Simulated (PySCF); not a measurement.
GaCl2I, SMILES [Cl][Ga]([Cl])[I]. The structure is a stationary point at PBE0-D3(BJ)/def2-SVP. The structure was generated by enumeration; whether it is a known compound was not checked. The def2 effective core potentials stand for the cores of I; spin–orbit coupling is left out.

Level of theory: PBE0-D3(BJ)/def2-SVP (PySCF).

Harmonic wavenumbers (cm⁻¹): 91, 117, 122, 248, 423, 465. Rotational constants (GHz): 2.146, 0.7820, 0.5732; symmetry number 2.

Work out the zero-point energy and the ideal-gas rigid-rotor harmonic-oscillator thermochemistry at 298.15 K and 1 atm.

ZPE = ½ Σ hcν = ½ × 1466 cm⁻¹ = 8.77 kJ/mol. H − E(el) = 27.02 kJ/mol. Entropy in J/(mol K): translation 178.45, rotation 120.56, vibration 55.40, total 354.41. G − E(el) = -78.64 kJ/mol. Cp = 76.50 J/(mol K). Modes under 150 cm⁻¹ make the vibrational entropy uncertain.
